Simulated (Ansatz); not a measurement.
A single point on C₇H₃MoNO₅ (`C[N+]#[C][Mo-6]([C]#[O+])([C]#[O+])([C]#[O+])([C]#[O+])[C]#[O+]`).

```yaml
crystal:
  periodic: [false, false, false]
  atoms:
    - {symbol: C, position_ang: [-1.229851, 0.634170, 3.213523]}
    - {symbol: N, position_ang: [-0.735374, 0.380358, 1.922081]}
    - {symbol: C, position_ang: [-0.326728, 0.169577, 0.854158]}
    - {symbol: Mo, position_ang: [0.414441, -0.213514, -1.082871]}
    - {symbol: C, position_ang: [-0.728264, 1.312220, -1.817907]}
    - {symbol: O, position_ang: [-1.363995, 2.162253, -2.231368]}
    - {symbol: C, position_ang: [-1.121971, -1.520409, -1.407340]}
    - {symbol: O, position_ang: [-1.977358, -2.249787, -1.591673]}
    - {symbol: C, position_ang: [1.947810, 1.095101, -0.750836]}
    - {symbol: O, position_ang: [2.804082, 1.824089, -0.569142]}
    - {symbol: C, position_ang: [1.125827, -0.581952, -2.942015]}
    - {symbol: O, position_ang: [1.526840, -0.789763, -3.990005]}
    - {symbol: C, position_ang: [1.554399, -1.737668, -0.340380]}
    - {symbol: O, position_ang: [2.191330, -2.588150, 0.070274]}
    - {symbol: H, position_ang: [-1.834278, 1.542821, 3.207679]}
    - {symbol: H, position_ang: [-1.847190, -0.202267, 3.545616]}
    - {symbol: H, position_ang: [-0.399740, 0.762932, 3.910194]}
basis:
  gaussian: {orbitals: def2-TZVPP}
hamiltonian: {xc: pbe}
correlation: {method: rpa}
```

```sh
$ ansatz run in.yaml --threads 5 --pin off --events-out ev --progress --plain --backend cuda
```

Shortened log:

```
Functional definition: PBE
3237 factors; integrals over basis functions are off by at most 1.0e-3 eV
mean field evaluation 1: about -20862.6215 eV, gradient 9.5e1 eV
mean field evaluation 2: about -20862.6151 eV, gradient 9.5e1 eV
mean field evaluation 4: about -20865.8327 eV, gradient 8.6e1 eV
mean field evaluation 8: about -20880.2086 eV, gradient 1.4e0 eV
mean field evaluation 16: about -20880.2107 eV, gradient 2.8e-3 eV
mean field -20880.21072122 eV, -767.3335908897 hartree, gradient 2.3e-6 eV, S^2 0.000000; 1 other end points of the search recorded, 0 dependent functions left out
13 core orbitals not correlated: weight in the atoms' cores, before any rotation towards them, 1.000 or more for the frozen orbitals, at most 0.000 for the correlated occupied ones
reference -20770.91992763 eV, -763.3172283054 hartree; 40, 40 occupied and 448, 448 virtual orbitals, 3237 factors
Total energy: -20890.42336059 eV, -767.7088984640 hartree
```

It took 5.5 s on 5 threads of an AMD EPYC 7R13 on a shared host and a share of an NVIDIA H100 80 GB, with 2.7 GiB of host memory at the peak.
